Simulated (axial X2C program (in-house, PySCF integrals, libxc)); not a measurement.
## Curves of BrVBr⁺ from open-shell CI on d2 s0 p(π)0

Calculated with an axial X2C code built on PySCF integrals: two-component X2C with atomic mean-field Coulomb and Gaunt terms, basis Br dyall-v3z, V dyall-v3z (cores contracted in-house). Orbitals come from Hartree–Fock averaged over the configuration V d2 s0 p(π)0; CI then distributes these electrons over the d, s, p(π) shells of V.

Scan along the symmetric stretch (R is each bond); masses Br 78.918 u, V 50.944 u, Br 78.918 u. Energies in cm⁻¹ from the lowest point; levels are followed by energy order within each Ω. Lowest level at 2.301 Å: 100% d2.

```
R (Å)  (1)Ω=2  (1)Ω=0  (1)Ω=1  (1)Ω=3  (1)Ω=4
2.140    5381    4664    4682    5980    6582
2.220    1308    1210    1230    1893    2480
2.301       0     416     439     571    1142
2.393    1036    1912    1937    1589    2143
2.485    3976    5201    5229    4512    5046
2.589    8836   10341   10373    9349    9860
2.715   16039   17751   17787   16520   16997
```

(1) Fit the curves (1)Ω=2, (1)Ω=0, (1)Ω=1, (1)Ω=3, (1)Ω=4 near their minima.

The 5 lowest curves are shown; the next is (2)Ω=1, from 2904 cm⁻¹.

There is no dynamic correlation: spin–orbit spacings and, for f shells, spacings inside one term are the most reliable numbers, splittings between terms come out too wide, and energies between configurations are not reliable, so the lowest level need not be the ground state of the molecule. For d shells the ligand-field splittings (σ, π, δ) and their order can be off by a thousand cm⁻¹ or more. At most 6 roots were kept for each Ω > 0 (twice that for Ω = 0) within 3.2 eV of the lowest, so higher up levels can be missing between those listed; levels with Ω > 0 are doubly degenerate and listed once, Ω = 0 levels singly. Some active spinors are only partly of the character that their shell is named for, so the shell names and counts are nominal. States that fill the shells left empty in the average are placed too high. The molecule was held linear; bending was not examined.

Answers

(1) From the open-shell CI curves, Te from the lowest:

```tsv
level	Te (cm⁻¹)	Re (Å)	ωe (cm⁻¹)
(1)Ω=2	0	2.307	258.1
(1)Ω=0	397	2.289	260.7
(1)Ω=1	420	2.289	260.7
(1)Ω=3	570	2.307	257.8
(1)Ω=4	1140	2.308	257.4
```

Without dynamic correlation distances can be off by several hundredths of an Å (long for ionic bonds, short for multiple bonds) and the wavenumbers are rough.
